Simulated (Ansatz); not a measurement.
Species: H14Ge6, SMILES `[GeH3][GeH2][GeH2][GeH2][GeH2][GeH3]` with one electron removed (charge 1, multiplicity 2).

Question: Give a relaxed geometry from PBE0-D3(BJ)/def2-SVP in Ansatz (a quantum-chemistry and plane-wave program).

Answer: Several could match; the one computed here: the end point of this relaxation, one of several conformers (outside a Z-matrix the atoms follow the SMILES, hydrogens last).
Z-matrix (Å, degrees):
```
Ge
H 1 1.5335
H 1 1.5335 2 112.07
Ge 1 2.4708 2 113.62 3 -131.04
H 4 1.5354 1 106.87 2 -54.19
H 4 1.5355 5 110.90 1 116.39
Ge 4 2.4643 5 114.80 6 131.93
H 7 1.5318 4 106.71 5 176.03
H 7 1.5318 8 112.31 4 116.79
H 7 1.5352 8 112.79 9 128.76
Ge 1 2.4716 2 110.78 3 123.84
H 11 1.5335 1 110.78 2 56.61
H 11 1.5335 12 112.07 1 -123.85
Ge 11 2.4709 12 113.63 13 -131.04
H 14 1.5355 11 106.88 12 -54.40
H 14 1.5355 15 110.89 11 116.38
Ge 14 2.4644 15 114.77 16 131.93
H 17 1.5314 14 106.72 15 176.28
H 17 1.5314 18 112.30 14 116.81
H 17 1.5348 18 112.80 19 128.75
```
